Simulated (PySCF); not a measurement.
CH3ClF2Si (SMILES C[Si](F)(F)Cl), singlet, at a GFN2-xTB geometry; B3LYP/6-31G, polarisability by finite fields (PySCF).

Here is a job for PySCF.
```python
from pyscf import gto, scf, dft

mol = gto.Mole()
mol.atom = '''
    C    -2.006083   -0.150646    0.143470
    Si   -0.148899    0.139765    0.193226
    F     0.427000   -0.181478    1.651852
    F     0.173870    1.704423    0.092676
    Cl    0.935388   -0.831373   -1.157447
    H    -2.252176   -1.197169    0.300361
    H    -2.432534    0.146559   -0.810571
    H    -2.503646    0.424622    0.920064
'''
mol.basis = '6-31g'
mol.charge = 0
mol.spin = 0
mol.verbose = 4
mol.build()

mf = dft.RKS(mol)
mf.xc = 'b3lyp'
mf.conv_tol = 1e-11
mf.kernel()
h0, z, done = mf.get_hcore(), mol.intor('int1e_r')[2], []
def energy(F):
    f = mf.copy()
    f.scf_summary = {}
    f.get_hcore = lambda *a: h0 + F * z
    e = f.kernel(mf.make_rdm1())
    done.append(f.converged)
    return e
F = 2e-4
alpha = -(energy(F) + energy(-F) - 2 * mf.e_tot) / F**2
print('alpha_zz =', alpha)
```

What does PySCF print? Leave out banner, timings and long lists.


```
PySCF version 2.14.0

[INPUT] verbose = 4
[INPUT] num. atoms = 8
[INPUT] num. electrons = 58
[INPUT] charge = 0
[INPUT] spin (= nelec alpha-beta = 2S) = 0
[INPUT] symmetry False subgroup None
[INPUT] Mole.unit = angstrom
[INPUT] Symbol           X                Y                Z      unit          X                Y                Z       unit  Magmom
[...]
nuclear repulsion = 313.930981256497
number of shells = 35
number of NR pGTOs = 170
number of NR cGTOs = 59
basis = 6-31g
ecp = {}

******** <class 'pyscf.dft.rks.RKS'> ********
method = RKS
initial guess = minao
damping factor = 0
level_shift factor = 0
DIIS = <class 'pyscf.scf.diis.CDIIS'>
diis_start_cycle = 1
diis_space = 8
diis_damp = 0
SCF conv_tol = 1e-11
SCF conv_tol_grad = None
SCF max_cycles = 50
direct_scf = True
direct_scf_tol = 1e-13
XC library pyscf.dft.libxc version 7.1.2
    S. Lehtola, C. Steigemann, M. J. T. Oliveira, and M. A. L. Marques,  SoftwareX 7, 1–5 (2018)
XC functionals = b3lyp
    P. J. Stephens, F. J. Devlin, C. F. Chabalowski, and M. J. Frisch,  J. Phys. Chem. 98, 11623 (1994)
radial grids:
    Treutler-Ahlrichs [JCP 102, 346 (1995); DOI:10.1063/1.469408] (M4) radial grids

becke partition: Becke, JCP 88, 2547 (1988); DOI:10.1063/1.454033
pruning grids: <function nwchem_prune>
grids dens level: 3
symmetrized grids: False
atomic radii adjust function: <function treutler_atomic_radii_adjust>
small_rho_cutoff = 0
Set gradient conv threshold to 3.16228e-06
Initial guess from minao.
tot grids = 110128
init E= -989.831410401991
[...]
cycle= 1 E= -989.171271597885  delta_E= 0.66  |g|= 0.863  |ddm|= 2.57
[...]
cycle= 2 E= -989.022607600761  delta_E= 0.149  |g|= 1.33  |ddm|= 2.08
[...]
cycle= 3 E= -989.323112656726  delta_E= -0.301  |g|= 0.119  |ddm|= 1.19
[...]
cycle= 4 E= -989.327008906818  delta_E= -0.0039  |g|= 0.0212  |ddm|= 0.165
[...]
cycle= 5 E= -989.327104782952  delta_E= -9.59e-05  |g|= 0.00511  |ddm|= 0.0219
[...]
cycle= 6 E= -989.327112473237  delta_E= -7.69e-06  |g|= 0.00132  |ddm|= 0.00805
[...]
cycle= 7 E= -989.327112913215  delta_E= -4.4e-07  |g|= 0.00022  |ddm|= 0.00181
[...]
cycle= 8 E= -989.327112927677  delta_E= -1.45e-08  |g|= 1.86e-05  |ddm|= 0.00036
[...]
cycle= 9 E= -989.32711292778  delta_E= -1.03e-10  |g|= 2.65e-06  |ddm|= 2.82e-05
[...]
cycle= 10 E= -989.327112927781  delta_E= -9.09e-13  |g|= 3.66e-07  |ddm|= 3.02e-06
[...]
Extra cycle  E= -989.327112927778  delta_E= 2.73e-12  |g|= 5.63e-07  |ddm|= 7.5e-07
converged SCF energy = -989.327112927778

******** <class 'pyscf.dft.rks.RKS'> ********
method = RKS
initial guess = minao
damping factor = 0
level_shift factor = 0
DIIS = <class 'pyscf.scf.diis.CDIIS'>
diis_start_cycle = 1
diis_space = 8
diis_damp = 0
SCF conv_tol = 1e-11
SCF conv_tol_grad = None
SCF max_cycles = 50
direct_scf = True
direct_scf_tol = 1e-13
XC library pyscf.dft.libxc version 7.1.2
    S. Lehtola, C. Steigemann, M. J. T. Oliveira, and M. A. L. Marques,  SoftwareX 7, 1–5 (2018)
XC functionals = b3lyp
    P. J. Stephens, F. J. Devlin, C. F. Chabalowski, and M. J. Frisch,  J. Phys. Chem. 98, 11623 (1994)
radial grids:
    Treutler-Ahlrichs [JCP 102, 346 (1995); DOI:10.1063/1.469408] (M4) radial grids

becke partition: Becke, JCP 88, 2547 (1988); DOI:10.1063/1.454033
pruning grids: <function nwchem_prune>
grids dens level: 3
symmetrized grids: False
atomic radii adjust function: <function treutler_atomic_radii_adjust>
small_rho_cutoff = 0
Overwritten attributes  get_hcore  of <class 'pyscf.dft.rks.RKS'>
Set gradient conv threshold to 3.16228e-06
init E= -989.327053824204
[...]
cycle= 1 E= -989.327054319002  delta_E= -4.95e-07  |g|= 0.000863  |ddm|= 0.00463
[...]
cycle= 2 E= -989.327054176258  delta_E= 1.43e-07  |g|= 0.00132  |ddm|= 0.00246
[...]
cycle= 3 E= -989.327054514829  delta_E= -3.39e-07  |g|= 0.000103  |ddm|= 0.00119
[...]
cycle= 4 E= -989.327054517903  delta_E= -3.07e-09  |g|= 3.75e-05  |ddm|= 0.000189
[...]
cycle= 5 E= -989.327054518227  delta_E= -3.24e-10  |g|= 6.92e-06  |ddm|= 4.55e-05
[...]
cycle= 6 E= -989.327054518237  delta_E= -1.02e-11  |g|= 1.7e-06  |ddm|= 6.4e-06
[...]
cycle= 7 E= -989.327054518232  delta_E= 5.23e-12  |g|= 4.07e-07  |ddm|= 1.88e-06
[...]
Extra cycle  E= -989.327054518233  delta_E= -1.36e-12  |g|= 5.64e-07  |ddm|= 8.54e-07
converged SCF energy = -989.327054518233

******** <class 'pyscf.dft.rks.RKS'> ********
method = RKS
initial guess = minao
damping factor = 0
level_shift factor = 0
DIIS = <class 'pyscf.scf.diis.CDIIS'>
diis_start_cycle = 1
diis_space = 8
diis_damp = 0
SCF conv_tol = 1e-11
SCF conv_tol_grad = None
SCF max_cycles = 50
direct_scf = True
direct_scf_tol = 1e-13
XC library pyscf.dft.libxc version 7.1.2
    S. Lehtola, C. Steigemann, M. J. T. Oliveira, and M. A. L. Marques,  SoftwareX 7, 1–5 (2018)
XC functionals = b3lyp
    P. J. Stephens, F. J. Devlin, C. F. Chabalowski, and M. J. Frisch,  J. Phys. Chem. 98, 11623 (1994)
radial grids:
    Treutler-Ahlrichs [JCP 102, 346 (1995); DOI:10.1063/1.469408] (M4) radial grids

becke partition: Becke, JCP 88, 2547 (1988); DOI:10.1063/1.454033
pruning grids: <function nwchem_prune>
grids dens level: 3
symmetrized grids: False
atomic radii adjust function: <function treutler_atomic_radii_adjust>
small_rho_cutoff = 0
Set gradient conv threshold to 3.16228e-06
init E= -989.327172031356
[...]
cycle= 1 E= -989.327172525939  delta_E= -4.95e-07  |g|= 0.000863  |ddm|= 0.00464
[...]
cycle= 2 E= -989.327172383275  delta_E= 1.43e-07  |g|= 0.00132  |ddm|= 0.00246
[...]
cycle= 3 E= -989.327172722096  delta_E= -3.39e-07  |g|= 0.000103  |ddm|= 0.00119
[...]
cycle= 4 E= -989.32717272517  delta_E= -3.07e-09  |g|= 3.74e-05  |ddm|= 0.000189
[...]
cycle= 5 E= -989.327172725493  delta_E= -3.22e-10  |g|= 6.91e-06  |ddm|= 4.55e-05
[...]
cycle= 6 E= -989.327172725504  delta_E= -1.14e-11  |g|= 1.69e-06  |ddm|= 6.38e-06
[...]
cycle= 7 E= -989.327172725506  delta_E= -1.82e-12  |g|= 4.06e-07  |ddm|= 1.88e-06
[...]
Extra cycle  E= -989.327172725507  delta_E= -6.82e-13  |g|= 5.61e-07  |ddm|= 8.51e-07
converged SCF energy = -989.327172725507
alpha_zz = 34.70458409537969
```
